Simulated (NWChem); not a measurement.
System: Si₂NH₅F₂; SMILES N[Si@@H](F)[SiH2]F

```xyz
10

N      1.5692    -1.3155     0.2153
Si     0.0082    -0.8705    -0.3450
F     -1.2122    -1.7629     0.2661
Si    -0.4584     1.3322     0.3021
F      0.5531     2.3500    -0.4594
H      1.8681    -1.1431     1.1673
H      2.0650    -2.1002    -0.1908
H      0.0125    -1.1032    -1.8120
H     -1.8539     1.7193    -0.0435
H     -0.2732     1.5010     1.7726
```
Atoms are numbered in this order, from 1.

All runs: NWChem. Pople sets run with spherical d functions. Geometry: optimised at B3LYP/6-31G* (spherical d). Level: PBE/6-31G* with SMD (1 M gas to 1 M solution), gas-phase geometry. Reactions with the solvent are ignored.

**Question.** Order these by “solvation free energy (kcal/mol)”, lowest first: dichloromethane; cyclohexanone; water.

**Answer.** dichloromethane (-4.5), cyclohexanone (-3.8), water (-1.4)
